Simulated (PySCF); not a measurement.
C₄H₁₁FSi, SMILES CCC[C@@H](F)[SiH3]. Coordinates come from a PBE-D3(BJ)/def2-SVP optimisation. The structure was generated by enumeration; whether it is a known compound was not checked. Other conformers were not sampled.

All values below come from PBE-D3(BJ)/def2-SVP (PySCF).

Harmonic wavenumbers (cm⁻¹): 90, 97, 122, 150, 220, 248, 307, 331, 420, 586, 602, 731, 757, 828, 876, 881, 907, 909, 947, 1029, 1055, 1073, 1108, 1178, 1213, 1261, 1274, 1306, 1345, 1353, 1394, 1418, 1421, 1431, 2157, 2176, 2186, 2934, 2953, 2964, 2966, 3000, 3024, 3050, 3060. Rotational constants (GHz): 5.696, 1.224, 1.071; symmetry number 1.

**Question.** Work out the zero-point energy and the ideal-gas rigid-rotor harmonic-oscillator thermochemistry at 298.15 K and 1 atm.

**Answer.** ZPE = ½ Σ hcν = ½ × 59337 cm⁻¹ = 354.91 kJ/mol. H − E(el) = 380.65 kJ/mol. Entropy in J/(mol K): translation 166.93, rotation 117.80, vibration 96.38, total 381.12. G − E(el) = 267.02 kJ/mol. Cp = 139.94 J/(mol K). Modes under 150 cm⁻¹ make the vibrational entropy uncertain.
